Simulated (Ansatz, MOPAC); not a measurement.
Complex: HF (SMILES F) (first 2 atoms) with HI (SMILES I); geometry from B3LYP-D3(BJ)/def2-TZVP.
(charge 0, multiplicity 1):
```json
[
 {"atom": "F", "x (Å)": "0.5518", "y (Å)": "0.6191", "z (Å)": "-0.2611"},
 {"atom": "H", "x (Å)": "0.2829", "y (Å)": "-0.2134", "z (Å)": "-0.5646"},
 {"atom": "I", "x (Å)": "-0.1377", "y (Å)": "0.2099", "z (Å)": "3.4196"},
 {"atom": "H", "x (Å)": "0.2730", "y (Å)": "0.7310", "z (Å)": "1.9436"}
]
```

Counterpoise-corrected where a basis set is named; no monomer relaxation.

Frozen-core correlation. Filled d and f shells under p-block atoms count as core. CBS: X⁻³ extrapolation of the correlation energy, Hartree–Fock from the larger set. The state reached by PM3 isn't checked.

Codes used: Ansatz (Gaussian basis) for Hartree–Fock, density functionals and correlated methods; MOPAC for PM3 (differences of heats of formation). Values without a source in brackets are computed. In def2 rows elements past Kr take small-core potentials, without spin–orbit coupling.

Task: Predict the interaction energy from PM3.

Result: 0.7 kcal/mol

Task: Predict the interaction energy from CCSD(T)/CBS(def2-TZVPPD, def2-QZVPPD).

Result: -1.6 kcal/mol

Task: What interaction energy does CCSD/def2-QZVPPD give?

Result: -1.2 kcal/mol

Ansatz is a quantum-chemistry and plane-wave program.
